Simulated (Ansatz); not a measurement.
Isomers of CH5AlF2Si, relaxed with PBE0-D4/def2-TZVP in Ansatz; electronic energies, one conformer each and not always the lowest. Functionals use def2-TZVPP; CBS adds triple-zeta CCSD(T) − MP2 to the MP2 limit of def2-TZVPP and def2-QZVPP.

Problem. Order them by energy at frozen-core CCSD(T)/CBS, lowest first. (Best estimate.)
A. `[F][AlH][CH](F)[SiH3]`
B. `F[CH](F)[AlH][SiH3]`
C. `FC[SiH](F)[AlH2]`
D. `C[SiH2][Al]([F])[F]`
E. `[CH3][Al]([F])[SiH2]F`

Solution. D (0.0 kJ/mol), E (69.2 kJ/mol), A (323.4 kJ/mol), C (387.9 kJ/mol), B (563.1 kJ/mol).

Problem. How do B2PLYP, ωB97M-V, B3LYP-D4, B3LYP place them (kJ/mol, against `C[SiH2][Al]([F])[F]`)? (An estimate is asked.)

Solution. The calculation gave: 
| isomer | B2PLYP | ωB97M-V | B3LYP-D4 | B3LYP |
| --- | --- | --- | --- | --- |
| `[CH3][Al]([F])[SiH2]F` | 67.3 | 66.3 | 66.2 | 64.2 |
| `[F][AlH][CH](F)[SiH3]` | 318.5 | 306.8 | 310.4 | 312.3 |
| `F[CH](F)[AlH][SiH3]` | 556.8 | 541.9 | 544.3 | 543.7 |
| `FC[SiH](F)[AlH2]` | 384.7 | 375.7 | 374.1 | 374.6 |

B3LYP here is the variant with VWN-RPA as its local correlation; programs differ in this.
